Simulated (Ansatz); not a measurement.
```yaml
crystal:
  periodic: [false, false, false]
  atoms:
    - {symbol: C, position_ang: [0.151336, 1.910735, 0.418403]}
    - {symbol: C, position_ang: [-0.616082, 0.887625, 0.915728]}
    - {symbol: In, position_ang: [-0.241469, -0.740601, -0.069067]}
    - {symbol: N, position_ang: [-1.053708, -2.762229, -0.237839]}
    - {symbol: N, position_ang: [1.729246, -0.671485, -1.383033]}
    - {symbol: H, position_ang: [1.113023, 2.068269, 0.831832]}
    - {symbol: H, position_ang: [-0.399056, 3.317519, 1.050954]}
    - {symbol: H, position_ang: [-0.050271, 2.193424, -0.467436]}
    - {symbol: H, position_ang: [-0.708522, 0.714119, 1.901782]}
    - {symbol: H, position_ang: [-1.680375, 1.046235, 0.777048]}
    - {symbol: H, position_ang: [-1.242361, -3.060431, 0.827638]}
    - {symbol: H, position_ang: [1.795604, -1.393773, -1.779579]}
    - {symbol: H, position_ang: [1.745604, -1.393773, -2.079579]}
    - {symbol: H, position_ang: [1.899996, 0.003593, -1.993116]}
basis:
  gaussian: {orbitals: def2-SVPD}
total_charge: 1
magnetization: {spin_polarized: true, initial_magnetization: 1}
hamiltonian: {xc: {name: RPBE}, dispersion: d3bjatm}
output: {forces: true}
```

```sh
$ ansatz run in.yaml --threads 4 --pin off --events-out ev --progress --plain --max-ram 11315MiB
```

Output, abridged:

```
Functional definition: RPBE
1617 factors; their error is unknown
mean field evaluation 1: about -10303.2765 eV, gradient 8.5e1 eV
mean field evaluation 2: about -10171.9906 eV, gradient 1.5e2 eV
mean field evaluation 4: about -10334.5162 eV, gradient 3.0e1 eV
mean field evaluation 8: about -10339.2338 eV, gradient 9.1e-1 eV
mean field evaluation 16: about -10339.1805 eV, gradient 4.8e-3 eV
mean field -10339.18052899 eV, -379.9578762921 hartree, gradient 4.5e-5 eV, S^2 0.756996; 3 other end points of the search recorded, 0 dependent functions left out
reference -10339.18060166 eV, -379.9578789628 hartree; 28, 27 occupied and 156, 157 virtual orbitals, 1617 factors
Total energy: -10340.85961162 eV, -380.0195814406 hartree
Atom 0 at     0.151336     1.910735     0.418403 Å, force     1.291632     5.634295     7.132670 eV/Å
Atom 1 at    -0.616082     0.887625     0.915728 Å, force    -3.301070     0.423104    -0.436887 eV/Å
Atom 2 at    -0.241469    -0.740601    -0.069067 Å, force     0.294887    -4.959234    -1.308310 eV/Å
Atom 3 at    -1.053708    -2.762229    -0.237839 Å, force     0.048388    -0.051518     1.617776 eV/Å
Atom 4 at     1.729246    -0.671485    -1.383033 Å, force    -3.679159    12.388918    12.381507 eV/Å
Atom 5 at     1.113023     2.068269     0.831832 Å, force     1.665863    -0.069888     0.013393 eV/Å
Atom 6 at    -0.399056     3.317519     1.050954 Å, force     1.076320    -2.962481    -1.247777 eV/Å
Atom 7 at    -0.050271     2.193424    -0.467436 Å, force    -0.893959     2.146300    -7.359565 eV/Å
Atom 8 at    -0.708522     0.714119     1.901782 Å, force     0.794057    -0.934941     4.454621 eV/Å
Atom 9 at    -1.680375     1.046235     0.777048 Å, force    -0.996806     0.131868    -0.925462 eV/Å
Atom 10 at    -1.242361    -3.060431     0.827638 Å, force     0.472652     0.660845    -2.029966 eV/Å
Atom 11 at     1.795604    -1.393773    -1.779579 Å, force    21.970244   -16.611405   108.930672 eV/Å
Atom 12 at     1.745604    -1.393773    -2.079579 Å, force   -20.066611    -0.627207  -117.764538 eV/Å
Atom 13 at     1.899996     0.003593    -1.993116 Å, force     1.323559     4.831344    -3.458134 eV/Å
Dipole moment:     0.607411     0.103024    -0.548174 e Å
```

Question: What is wrong with this run?

Answer: One atom was put on top of another. The run converged. The result belongs to that input, not to the molecule as meant.
